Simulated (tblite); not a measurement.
C4H9PSi.
Numbering: `[SiH3:1][C:2]1=[CH:3][CH2:4][PH:5][CH2:6]1` (hydrogens: H7, H8, H9 on Si1; H10 on C3; H11, H12 on C4; H13 on P5; H14, H15 on C6)

Computed with GFN2-xTB (tblite), gas phase: Langevin dynamics at 200 K from the optimised GFN2-xTB geometry, time step 0.5 fs, friction 0.01 fs⁻¹, 2000 steps.

Start geometry:
```
atom  x, y, z in Å
Si1     2.295   -0.271    0.053
C2      0.427   -0.086    0.072
C3     -0.455   -1.025   -0.248
C4     -1.909   -0.679   -0.132
P5     -1.976    1.183   -0.007
C6     -0.184    1.216    0.516
H7      2.637   -1.625   -0.379
H8      2.853    0.719   -0.874
H9      2.813   -0.015    1.400
H10    -0.179   -2.022   -0.558
H11    -2.335   -1.121    0.777
H12    -2.504   -1.035   -0.976
H13    -1.680    1.376   -1.369
H14     0.319    2.089    0.095
H15    -0.127    1.304    1.607
```

The statistics below take the 31 frames saved every 25 fs from 250 to 1000 fs; their kinetic temperature (all 3N coordinates) averages 226 K.

Q: Give the mean, spread and extremes of the bond lengths.

A: 
| bond | start (Å) | mean (Å) | standard deviation (Å) | shortest (Å) | longest (Å) |
| --- | --- | --- | --- | --- | --- |
| Si1–C2 | 1.878 | 1.883 | 0.025 | 1.836 | 1.930 |
| C2=C3 | 1.328 | 1.330 | 0.015 | 1.290 | 1.365 |
| C3–C4 | 1.499 | 1.505 | 0.034 | 1.441 | 1.578 |
| C4–P5 | 1.866 | 1.870 | 0.032 | 1.811 | 1.924 |
| P5–C6 | 1.867 | 1.870 | 0.029 | 1.805 | 1.925 |
| C2–C6 | 1.505 | 1.504 | 0.019 | 1.466 | 1.548 |
| Si1–H7 | 1.462 | 1.468 | 0.029 | 1.411 | 1.522 |
| Si1–H8 | 1.466 | 1.469 | 0.033 | 1.412 | 1.554 |
| Si1–H9 | 1.466 | 1.475 | 0.031 | 1.411 | 1.543 |
| C3–H10 | 1.079 | 1.083 | 0.025 | 1.043 | 1.126 |
| C4–H11 | 1.097 | 1.103 | 0.028 | 1.053 | 1.162 |
| C4–H12 | 1.092 | 1.095 | 0.031 | 1.024 | 1.154 |
| P5–H13 | 1.406 | 1.415 | 0.039 | 1.344 | 1.476 |
| C6–H14 | 1.092 | 1.094 | 0.019 | 1.051 | 1.127 |
| C6–H15 | 1.096 | 1.099 | 0.027 | 1.055 | 1.148 |

Q: Give the same statistics for bond angles, one of each kind among heavy atoms.

A: 
```tsv
angle	start (°)	mean (°)	standard deviation (°)	smallest (°)	largest (°)
Si1–C2–C3	126.1	126.1	3.1	119.4	132.7
Si1–C2–C6	119.5	119.1	3.3	112.4	127.3
C3–C2–C6	114.4	114.2	1.9	110.6	117.5
C2–C3–C4	117.5	117.1	1.7	114.2	122.0
C3–C4–P5	105.7	105.5	1.6	100.8	108.5
C4–P5–C6	90.1	89.6	1.6	87.0	93.8
C2–C6–P5	106.9	106.8	1.6	103.2	111.8
```

Q: How far does each atom move about its mean position (frames aligned on the start, all atoms weighted alike), and what rms force does it feel?

A: 
```json
{"atom": "Si1", "rms displacement (Å)": "0.07", "rms force (eV/Å)": "1.15"}
{"atom": "C2", "rms displacement (Å)": "0.11", "rms force (eV/Å)": "1.21"}
{"atom": "C3", "rms displacement (Å)": "0.13", "rms force (eV/Å)": "1.59"}
{"atom": "C4", "rms displacement (Å)": "0.09", "rms force (eV/Å)": "1.76"}
{"atom": "P5", "rms displacement (Å)": "0.11", "rms force (eV/Å)": "1.08"}
{"atom": "C6", "rms displacement (Å)": "0.15", "rms force (eV/Å)": "1.29"}
{"atom": "H7", "rms displacement (Å)": "1.07", "rms force (eV/Å)": "0.55"}
{"atom": "H8", "rms displacement (Å)": "1.11", "rms force (eV/Å)": "0.61"}
{"atom": "H9", "rms displacement (Å)": "1.12", "rms force (eV/Å)": "0.61"}
{"atom": "H10", "rms displacement (Å)": "0.23", "rms force (eV/Å)": "0.87"}
{"atom": "H11", "rms displacement (Å)": "0.22", "rms force (eV/Å)": "0.93"}
{"atom": "H12", "rms displacement (Å)": "0.20", "rms force (eV/Å)": "1.09"}
{"atom": "H13", "rms displacement (Å)": "0.23", "rms force (eV/Å)": "0.76"}
{"atom": "H14", "rms displacement (Å)": "0.26", "rms force (eV/Å)": "0.68"}
{"atom": "H15", "rms displacement (Å)": "0.25", "rms force (eV/Å)": "0.85"}
```

The displacements run from 0.07 to 1.12 Å, the largest at H9.

The run is classical and short, so these are rough statistics of one trajectory.

The cost below is that of the whole dynamics run. Hardware: an Arm Neoverse V2 with one thread, shared host with 48 logical CPUs at a one-minute load of 32. Cost: 9.4 s wall, 0.18 GiB resident at most.
